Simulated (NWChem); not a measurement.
Species: SiHOI, singlet; SMILES O[Si]I

```xyz
4

Si     0.6686     1.5701     0.0000
I     -0.0360    -0.8225     0.0000
O     -0.8303     2.2939     0.0000
H     -0.8107     3.2597     0.0000
```
Atoms are numbered in this order, from 1.

Results from NWChem. Low-valent species are run as closed-shell singlets; no triplet was tried in these runs. All runs use the structure optimised with PBE0/def2-SVP. def2 effective core potentials on I; no spin-orbit coupling. Vertical excitations in the gas phase.

Question: Predict the results for PBE/def2-SVPD, TDA. Quantities: lowest excitation, singlet (eV); oscillator strength of that lowest state; lowest state with f > 0.02, singlet (eV); oscillator strength of that bright state; orbital gap (eV).

Answer: 
- lowest excitation, singlet (eV) = 3.34
- oscillator strength of that lowest state = 0.005
- lowest state with f > 0.02, singlet (eV) = 5.25
- oscillator strength of that bright state = 0.073
- orbital gap (eV) = 2.93
